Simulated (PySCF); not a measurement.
Point-charge models of `CC(C)[C@@H]1CCO[Si@@H]1F` against its computed dipole.

Coordinates (GFN2-xTB, Å) and charges (e) from the PBE0/pcSseg-1 density (PySCF):

| atom | x | y | z | Mulliken | IAO | Hirshfeld | ESP-fitted |
| --- | --- | --- | --- | --- | --- | --- | --- |
| C1 | -1.823 | 1.145 | 0.877 | -0.2084 | -0.4153 | -0.1175 | -0.5961 |
| C2 | -1.113 | -0.124 | 0.411 | -0.3403 | -0.0823 | -0.0188 | +0.3744 |
| C3 | -2.016 | -0.906 | -0.542 | -0.1989 | -0.4170 | -0.1184 | -0.4248 |
| C4 | 0.222 | 0.229 | -0.254 | -0.5648 | -0.4147 | -0.1144 | -0.1544 |
| C5 | 1.026 | -1.003 | -0.705 | -0.2330 | -0.2746 | -0.0747 | -0.0614 |
| C6 | 2.496 | -0.588 | -0.784 | +0.1247 | -0.0479 | +0.0085 | -0.0483 |
| O7 | 2.793 | 0.279 | 0.292 | -0.6144 | -0.6498 | -0.2388 | -0.4421 |
| Si8 | 1.513 | 1.116 | 0.836 | +1.1650 | +1.3644 | +0.4774 | +0.8225 |
| F9 | 1.351 | 0.825 | 2.412 | -0.4205 | -0.5311 | -0.2017 | -0.3262 |
| H10 | -1.203 | 1.693 | 1.583 | +0.1211 | +0.1351 | +0.0370 | +0.1226 |
| H11 | -2.038 | 1.794 | 0.030 | +0.1024 | +0.1329 | +0.0375 | +0.1306 |
| H12 | -2.762 | 0.896 | 1.365 | +0.1173 | +0.1412 | +0.0428 | +0.1644 |
| H13 | -0.908 | -0.746 | 1.289 | +0.1217 | +0.1275 | +0.0347 | -0.0172 |
| H14 | -2.198 | -0.331 | -1.448 | +0.0997 | +0.1318 | +0.0370 | +0.1130 |
| H15 | -1.565 | -1.855 | -0.820 | +0.1184 | +0.1361 | +0.0381 | +0.0751 |
| H16 | -2.975 | -1.112 | -0.070 | +0.1139 | +0.1388 | +0.0407 | +0.1072 |
| H17 | 0.006 | 0.842 | -1.136 | +0.1346 | +0.1338 | +0.0337 | +0.0326 |
| H18 | 0.694 | -1.397 | -1.664 | +0.1344 | +0.1421 | +0.0449 | +0.0458 |
| H19 | 0.926 | -1.786 | 0.050 | +0.1276 | +0.1349 | +0.0415 | +0.0535 |
| H20 | 3.171 | -1.444 | -0.718 | +0.1244 | +0.1495 | +0.0475 | +0.1030 |
| H21 | 2.697 | -0.054 | -1.720 | +0.1056 | +0.1257 | +0.0371 | +0.0727 |
| H22 | 1.696 | 2.545 | 0.716 | -0.1304 | -0.1611 | -0.0737 | -0.1467 |

Form Σ q r in debye for every column and set it beside the full dipole.

The full density gives (-1.44, -0.53, -2.32) D, 2.78 D in size; dipole vectors point from the negative to the positive end.

```
    scheme     μx     μy     μz  size (D)  share of the full size (%)  angle to the full dipole (°)
  Mulliken  -1.33   0.00  -3.35      3.60                         130                            15
       IAO  -1.75   0.54  -3.48      3.93                         141                            20
 Hirshfeld  -0.78  -0.16  -1.51      1.71                          61                             7
ESP-fitted  -1.46  -0.56  -2.37      2.84                         102                             0
```

Which set comes closest?

Length of the difference vector: ESP-fitted 0.06 D, Hirshfeld 1.11 D, Mulliken 1.16 D, IAO 1.61 D. Closest: ESP-fitted. The schemes that divide the density aren't constrained to reproduce the dipole.

What is left for the Hirshfeld atoms' own dipoles?

The shares of the density sum to the whole, so what Σ q r misses lies in dipoles about the nuclei. The atomic dipoles sum to (-1.44, -0.53, -2.32) − (-0.78, -0.16, -1.51) = (-0.66, -0.37, -0.81) D, 1.11 D in size.

With the origin at the mean of the coordinates, (0.000, 0.001, 0.000) Å, which are the largest single terms, by size, of the IAO dipole along the direction of the full one?

Si8 -11.09, F9 +7.32, O7 +5.43, C3 -3.34, H14 +1.52 D; all 22 atoms together +3.70 D. The single terms depend on the origin, their sum doesn't.

Give the size of the full dipole in other units.

2.78 D = 1.095 au = 0.579 e·Å = 9.28 × 10⁻³⁰ C·m.

The structure is a single GFN2-xTB conformer in the gas phase; no vibrational or solvent corrections.
